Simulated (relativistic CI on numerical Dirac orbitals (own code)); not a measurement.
V+ in a cubic cluster: 2p photoemission with charge transfer

Computed with a charge-transfer multiplet model of a cubic metal-ligand cluster with up to one ligand hole, Slater and spin-orbit integrals from Dirac-Coulomb-Breit ions, Slater integrals scaled by 0.9. The ground state mixes d4 with configurations of k ligand holes L, whose averages lie at kΔ + k(k − 1)U_dd/2; a core hole lowers each added d electron by U_cd. 20 K, Lorentzian 0.6 eV and Gaussian 0.8 eV FWHM.

Atomic integrals in eV (Slater integrals scaled, ζ unscaled), ground: F2dd 6.798, F4dd 4.177, zeta_d 0.015; with the core hole: F2dd 8.831, F4dd 5.496, zeta_d 0.030, zeta_core 4.613, F2cd 4.854, G1cd 3.498, G3cd 1.984.

Cluster parameters (eV): Δ = 6.5, U_dd = 6.3, 10Dq = 1.15, 10Dq(ligand) = 0.7, V(eg) = 1.35, V(t2g) = -0.72, final-state hopping factor = 0.9.

| Case | n_d | d4 | d5L | S |
| --- | --- | --- | --- | --- |
| U_cd = 6.2 eV | 4.11 | 0.89 | 0.11 | 2.00 |
| U_cd = 6.8 eV | 4.11 | 0.89 | 0.11 | 2.00 |
| U_cd = 7.4 eV | 4.11 | 0.89 | 0.11 | 2.00 |

Weights, n_d and S are thermal averages at 20 K. Binding energies count from the first peak over 30 % of the highest in each spectrum, which can be another peak from case to case. The parameters are a model scan and need not match a compound or its usual spin state. Peaks in eV (height, largest 100):
- U_cd = 6.2 eV: 0.0 (100), 0.8 (95), 1.8 (90), 9.1 (71)
- U_cd = 6.8 eV: 0.0 (98), 1.0 (95), 2.3 (100), 9.2 (76)
- U_cd = 7.4 eV: 0.0 (87), 1.0 (85), 2.6 (100), 9.3 (73)

For the case U_cd = 7.4 eV, Δ = 6.5 eV is larger than U_dd = 6.3 eV, the Mott-Hubbard side of the Zaanen-Sawatzky-Allen scheme. With the core hole the configuration with one ligand hole lies at Δ − U_cd = 0.3, -0.3, -0.9 eV from the one without, in the order of the table; where this is negative the screened configuration lies lower, though the effective hopping of about 2.4 eV (from the holes of the mixed ground state) mixes the two strongly wherever it is as large as the gap.

With at most 1 ligand hole the space is cut while the next configuration still counts, so covalency is underestimated, and a final configuration with one more ligand hole, which can lie low, is missing from the spectra.
